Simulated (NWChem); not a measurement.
The numbers come from NWChem runs, not from measurements. System: CH7BO, charge 1, spin multiplicity 2, at the geometry of a parent with another charge or spin, in a state set for the comparison that need not be this species' ground state. Its SCF solution wasn't tested for a lower state.

The NWChem input:

```
start mol
memory heap 100 mb stack 700 mb global 1900 mb
charge 1
geometry units angstroms nocenter noautoz noautosym
  B      0.653595    -0.224273    -0.196119
  H      1.307329    -0.997046     0.487650
  H      1.337920     0.528443    -0.884342
  C     -0.648973    -0.817828    -0.896707
  H     -1.278998    -0.059929    -1.397556
  H     -1.291651    -1.395510    -0.211668
  H     -0.327821    -1.513020    -1.691290
  O      0.060786     0.833751     1.009197
  H     -0.434402     1.537124     0.566764
  H      0.827193     1.258264     1.417701
end
basis spherical
  * library 6-31+g*
end
scf
  rohf
  nopen 1
  maxiter 100
  thresh 1e-7
  semidirect memsize 60000000 filesize 0
  # guess.movecs holds the orbitals of an unrestricted PBE0 run
  vectors input guess.movecs swap 12 13 output mol.movecs
end
tce
  freeze core 3
  ccsd(t)
  2eorb
  2emet 13
  thresh 1e-6
  maxiter 100
  tilesize 24
end
task tce energy
```

The output up to the point where the run's verdict is printed (cleaned and shortened):

```
             Northwest Computational Chemistry Package (NWChem) 7.3.0
             --------------------------------------------------------

                                NWChem Input Module
                                -------------------

 Scaling coordinates for geometry "geometry" by  1.889725989
 (inverse scale =  0.529177249)

                             Geometry "geometry" -> ""
                             -------------------------

 Output coordinates in angstroms (scale by  1.889725989 to convert to a.u.)

  No.       Tag          Charge          X              Y              Z
 ---- ---------------- ---------- -------------- -------------- --------------
    1 B                    5.0000     0.65359500    -0.22427300    -0.19611900
    2 H                    1.0000     1.30732900    -0.99704600     0.48765000
    3 H                    1.0000     1.33792000     0.52844300    -0.88434200
    4 C                    6.0000    -0.64897300    -0.81782800    -0.89670700
    5 H                    1.0000    -1.27899800    -0.05992900    -1.39755600
    6 H                    1.0000    -1.29165100    -1.39551000    -0.21166800
    7 H                    1.0000    -0.32782100    -1.51302000    -1.69129000
    8 O                    8.0000     0.06078600     0.83375100     1.00919700
    9 H                    1.0000    -0.43440200     1.53712400     0.56676400
   10 H                    1.0000     0.82719300     1.25826400     1.41770100

 Effective nuclear repulsion energy (a.u.)      76.4877233138

            Nuclear Dipole moment (a.u.)
            ----------------------------
        X                 Y               Z
 ---------------- ---------------- ----------------
    -0.0000094486     0.0000018897    -0.0000037795


 Summary of "ao basis" -> "" (spherical)
 ------------------------------------------------------------------------------
       Tag                 Description            Shells   Functions and Types
 ---------------- ------------------------------  ------  ---------------------
 *                          6-31+g*                   on all atoms
[...]
   43   0.0005127511740  -0.4431993070863     1.2     1.2
   44   0.0028400987606  -0.4431983769103     1.0     1.0
   45   0.0160116870690  -0.4432003453744     1.1     1.1
   46   0.0000910430336  -0.4431993920427     1.1     1.1
   47   0.0001462113937  -0.4431994403636     1.1     1.1
   48   0.0001797152861  -0.4432004551600     1.1     1.1
   49   0.0008059957627  -0.4431997409202     1.2     1.2
   50   0.0039935185412  -0.4432010943930     1.1     1.1
   51   0.0000678077752  -0.4432021365183     1.1     1.1
   52   0.0001005999998  -0.4432013394195     1.1     1.1
   53   0.0001861732546  -0.4432023057140     1.1     1.1
   54   0.0009635676249  -0.4432018855317     1.1     1.1
   55   0.0052693064491  -0.4432028302963     1.1     1.1
   56   0.0000520230611  -0.4432024301231     1.1     1.1
   57   0.0000813709399  -0.4432023914001     1.2     1.2
   58   0.0000688475930  -0.4432029490507     1.1     1.1
   59   0.0002513494956  -0.4432025593968     1.2     1.2
   60   0.0011466598599  -0.4432034141916     1.2     1.2
   61   0.0000375533698  -0.4432039978464     1.0     1.0
   62   0.0000529660530  -0.4432036566467     1.0     1.0
   63   0.0001056895452  -0.4432041688653     1.0     1.0
   64   0.0005606907750  -0.4432039670527     0.9     0.9
   65   0.0031097198300  -0.4432044649333     1.0     1.0
   66   0.0000277812691  -0.4432042560142     0.9     0.9
   67   0.0000431821639  -0.4432042031409     1.0     1.0
   68   0.0000364374049  -0.4432044992574     1.0     1.0
   69   0.0001299358424  -0.4432043050278     1.0     1.0
   70   0.0005811933755  -0.4432047421379     1.0     1.0
   71   0.0000189130997  -0.4432051491625     1.0     1.0
   72   0.0000254253321  -0.4432050431559     1.0     1.0
   73   0.0000584598536  -0.4432052869410     1.0     1.0
   74   0.0003164476124  -0.4432051989568     1.0     1.0
   75   0.0017695714220  -0.4432054258343     1.0     1.0
   76   0.0000132039307  -0.4432053333212     1.0     1.0
   77   0.0000204791363  -0.4432052955162     1.0     1.0
   78   0.0000174808482  -0.4432054378511     1.0     1.0
   79   0.0000618958249  -0.4432053489234     0.9     0.9
   80   0.0002725592938  -0.4432055540956     0.9     0.9
   81   0.0000081505798  -0.4432058088617     0.9     0.9
   82   0.0000105267205  -0.4432058039009     0.9     0.9
   83   0.0000305713690  -0.4432058995778     0.9     0.9
   84   0.0001687628302  -0.4432058678948     0.9     0.9
   85   0.0009501485524  -0.4432059542853     1.0     1.0
   86   0.0000052254492  -0.4432059167705     0.9     0.9
   87   0.0000079917664  -0.4432059011999     0.9     0.9
   88   0.0000085866216  -0.4432059556486     0.9     0.9
   89   0.0000331332624  -0.4432059249053     0.9     0.9
   90   0.0001487601415  -0.4432060001446     0.9     0.9
   91   0.0000027457417  -0.4432061314619     1.0     1.0
   92   0.0000055423182  -0.4432061475445     1.0     1.0
   93   0.0000271257997  -0.4432061708084     0.9     0.9
   94   0.0001519578893  -0.4432061671044     1.0     1.0
   95   0.0008579505577  -0.4432061820283     1.0     1.0
   96   0.0000018429398  -0.4432061677447     1.0     1.0
   97   0.0000021411433  -0.4432061730229     1.0     1.0
   98   0.0000039516299  -0.4432061815612     1.0     1.0
   99   0.0000162387847  -0.4432061835214     0.9     0.9
  100   0.0000750273230  -0.4432061942832     0.9     0.9
  0 ga offset                   0 size_xx_perproc                1054mx    1
 WRITE TENSOR
  filename: ./mol.t1amp.000000
  unit nr:       79
  file size:           1054
  rec_mem (KB):     2048
  rec_size:         262144
  number of tasks:            1
  0 ga offset                   0 size_xx_perproc              628660mx    1
 WRITE TENSOR
  filename: ./mol.t2amp.000000
  unit nr:       80
  file size:         628660
  rec_mem (KB):     2048
  rec_size:         262144
  number of tasks:            3
 ------------------------------------------------------------------------
```

Convergence was not reached. The next line reads: ccsd_energy_loc: maxiter exceeded 101. NWChem stopped with the message: ccsd_energy_loc: maxiter exceeded 101.
